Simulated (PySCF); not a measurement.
Correlation energy of K(2+) (potassium, charge +2)

[Ne] 3s2 3p5, 2P determinant. Calculation: PySCF 2.14, in 6-31G*; the non-relativistic Hamiltonian (point nucleus). Frozen: [Ne] 3s2; 5 electrons correlated.

Total MP2 correlation energy: -73.54 mhartree.

Same-spin part -23.26 and opposite-spin part -50.28 mhartree; SCS-MP2 scales them by 1/3 and 6/5 to -68.09 mhartree.

```tsv
level	correlation energy (mhartree)
CCSD	-88.88
(T)	-0.03
CCSD(T)	-88.91
```

Diagnostics: T1 = 0.0013, D1 = 0.0021, largest double amplitude 0.029.

**Question.** Is a single reference adequate?

**Answer.** Yes: T1 lies below 0.03 and no double amplitude reaches 0.07.
